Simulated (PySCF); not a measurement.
Gas-phase reaction: SnH4 + 2 Cl2 = SnHCl + 3 HCl

Computed with PySCF and rigid-rotor harmonic-oscillator thermochemistry at 1 bar. † marks an energy on the PBE0/def2-TZVP geometry and frequencies; other levels use their own. CCSD(T) freezes the core. All species are closed-shell singlets. B3LYP is the form with VWN-RPA correlation. Sn: scalar-relativistic def2 core potential, no spin-orbit coupling. SnHCl: computed as isolated molecules; such fragments, hydroxides, amides, oligomers or adducts are transient or little studied in the gas. CCSD(T) isn't extrapolated to the basis-set limit; its ΔH°(298 K) is -437.3 kJ in def2-SVP and -413.0 kJ in def2-TZVPP. The harmonic model lacks anharmonicity and excited electronic states, which grow with temperature; levels with a mode under 35 cm⁻¹ are left out.

| level | ΔE electronic, kJ | ΔH°(298 K), kJ | ΔS°(298 K), J/K | ΔG°(2500 K), kJ |
|---|---|---|---|---|
| B3LYP/def2-TZVP† | -412 | -410 | 160 | -793 |
| CCSD(T)/def2-SVP† | -440 | -437 | 160 | -821 |
| CCSD(T)/def2-TZVPP† | -415 | -413 | 160 | -797 |
| M06-2X/def2-TZVP† | -412 | -410 | 160 | -794 |
| PBE/def2-TZVP† | -387 | -385 | 160 | -768 |
| PBE0/def2-SVP† | -426 | -424 | 160 | -808 |
| PBE0/def2-TZVP | -396 | -394 | 160 | -778 |
| r2SCAN/def2-TZVP† | -403 | -401 | 160 | -785 |
| LDA/def2-TZVP† | -352 | -350 | 160 | -734 |
| ωB97M-V/def2-TZVP† | -395 | -393 | 160 | -777 |
| ωB97X-V/def2-TZVP† | -391 | -389 | 160 | -773 |
ΔH° is lowest at CCSD(T)/def2-SVP† and highest at LDA/def2-TZVP†. No reference value is set beside these.
